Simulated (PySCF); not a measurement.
# Exercise with solution: refractive index and permittivity of the vapour

Cd(NH2)2 (CdH4N2), SMILES [NH2][Cd][NH2].

The structure is a stationary point at PBE0-D3(BJ)/def2-TZVP. The def2 effective core potentials stand for the cores of Cd; spin–orbit coupling is left out. One conformer was computed; it need not be the lowest.

PBE/def2-TZVPD in PySCF gives a mean static polarisability of 55.4 bohr³ and a dipole moment of 1.33 D. Take an ideal gas at 298.15 K and 0.1 bar, whether or not the substance is that volatile.

Q: Work out n − 1 in the optical limit and the static ε − 1.

A: 
Polarisability volume α' = 55.4 × 0.148185 = 8.21 Å³. Number density N = p/kT = 2.43e-6 Å⁻³.
Dilute limit of Lorentz–Lorenz: n − 1 = 2π N α' = 0.00013.
Orientation term of Debye: μ²/(3kT) = 8.098 Å³ × μ²(D²) = 14.32 Å³.
ε − 1 = 4π N (α' + μ²/3kT) = 0.00069. Orientation of the dipole supplies 64 % of the static response; it can't follow optical fields. Vibrational polarisation and dispersion are left out.
